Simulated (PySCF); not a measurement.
# Relaxation of singlet [BiCl2]+

Computed with PySCF, PBE0, basis Bi def2-TZVP with ECP60, Cl def2-TZVP (scalar-relativistic core potentials, no spin–orbit coupling, density fitting). A (50,194) grid was used.

A start displaced from a saddle point along its imaginary mode, of C2v symmetry, held to at least that symmetry:

Coordinates in bohr (charge 1 multiplicity 1):
```
Bi    0.0000    0.1581    0.0000
Cl    0.0000   -0.4724    4.6170
Cl    0.0000   -0.4724   -4.6170
```

Optimiser trace:
| step | E − E(last) (kJ/mol) | largest gradient (Eh/bohr) |
| --- | --- | --- |
| 0 | 150.56 | 0.01678 |
| 1 | 113.46 | 0.01842 |
| 2 | 75.64 | 0.02756 |
| 3 | 31.02 | 0.02550 |
| 4 | 5.09 | 0.00903 |
| 5 | 1.51 | 0.01444 |
| 6 | 0.06 | 0.00174 |
| 7 | 0.00 | 0.00002 |

It ends at C2v with Bi–Cl 2.342 Å (×2); Cl–Bi–Cl 99.4° (after a last refinement on a finer grid). A frequency run shows a minimum.

Final geometry:
Coordinates in bohr (charge 1 multiplicity 1):
```
Bi    0.0000    0.7136    0.0000
Cl    0.0000   -2.1497    3.3750
Cl    0.0000   -2.1497   -3.3750
```

With an element this heavy the missing spin–orbit coupling can shift these numbers.
